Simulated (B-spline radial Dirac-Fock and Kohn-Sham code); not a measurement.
**Dipole and non-dipole photoemission parameters of Sm⁺ 3s**

System: Sm⁺ in the configuration 1s2 2s2 2p6 3s2 3p6 3d10 4s2 4p6 4d10 4f6 5s2 5p6 6s1; threshold 1706.6 eV (orbital energy of the model). The computed values come from an atomic code on a B-spline grid: Dirac-Hartree-Slater photoionisation with a Latter tail; cross sections with all multipoles, angular parameters from the dipole term and its interference with E2.

| hν (eV) | σ (kb) | β | γ |
| --- | --- | --- | --- |
| 2000 | 38.8 | 1.963 | 0.847 |
| 2300 | 32.0 | 1.966 | 0.615 |
| 2430 | 29.5 | 1.968 | 0.538 |
| 4000 | ? | ? | ? |
| 4170 | 12.4 | 1.976 | 0.011 |
| 6910 | 4.92 | 1.979 | -0.132 |
| 8047.8 | 3.68 | 1.980 | -0.103 |
| 10500 | 2.17 | 1.980 | 0.040 |
| 11200 | 1.91 | 1.980 | 0.094 |

Task: Give the values at 4000 eV.

Result: σ = 13.3 kb, β = 1.975, γ = 0.039. For an s subshell δ is negligible.
